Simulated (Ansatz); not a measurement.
Ansatz (a quantum-chemistry and plane-wave program) input for Hf(Cl)3(OSiH3) (Cl3H3HfOSi), SMILES [SiH3][O][Hf]([Cl])([Cl])[Cl], multiplicity 1, PBE0/def2-SVPD. The structure is a stationary point at B3LYP-D3(BJ)/def2-SVP. The multiplicity is an assumed one; other spin states were not compared. The isomer is the one that the SMILES or the coordinates give; other isomers of the formula were not compared. The def2 effective core potentials stand for the cores of Hf; spin–orbit coupling is left out. One conformer was computed; it need not be the lowest.

Ansatz 0.2 input:
```yaml
crystal:
  periodic: [false, false, false]
  atoms:
    - {symbol: Hf, position_ang: [0.00000000, 0.00000000, 0.27145427]}
    - {symbol: Cl, position_ang: [1.53606806, -1.62634787, 1.01000396]}
    - {symbol: Cl, position_ang: [-2.17649260, -0.51710003, 1.01000396]}
    - {symbol: Cl, position_ang: [0.64042453, 2.14344790, 1.01000396]}
    - {symbol: O, position_ang: [-0.00000000, 0.00000000, -1.64132942]}
    - {symbol: Si, position_ang: [-0.00000000, -0.00000000, -3.32339648]}
    - {symbol: H, position_ang: [-1.37340646, -0.31650596, -3.79890771]}
    - {symbol: H, position_ang: [0.96080543, -1.03115190, -3.79890771]}
    - {symbol: H, position_ang: [0.41260102, 1.34765786, -3.79890771]}
basis:
  gaussian:
    orbitals: def2-SVPD
hamiltonian:
  xc: {name: PBE0}
```

It prints:

```
WARN ansatz: RAYON_NUM_THREADS=2 ignored (pool sized by the plan → 2); use --threads N
Functional definition: PBE0
integrals: 0.19 GiB planned
1826 factors; their error is unknown
mean field: 1.55 GiB planned
mean field evaluation 1: about -48817.2125 eV, gradient 5.9e1 eV
mean field evaluation 2: about -48771.1457 eV, gradient 1.6e2 eV
mean field evaluation 4: about -48823.8145 eV, gradient 4.9e0 eV
mean field evaluation 8: about -48823.8777 eV, gradient 1.2e-1 eV
mean field evaluation 16: about -48824.2606 eV, gradient 1.8e-4 eV
mean field -48824.26058448 eV, -1794.2584822072 hartree, gradient 2.8e-5 eV, S^2 0.000000; 0 other end points of the search recorded, 0 dependent functions left out
reference -48824.26063415 eV, -1794.2584840324 hartree; 44, 44 occupied and 143, 143 virtual orbitals, 1826 factors
Total energy: -48824.26063415 eV, -1794.2584840324 hartree
```

The calculation finished and met its thresholds.
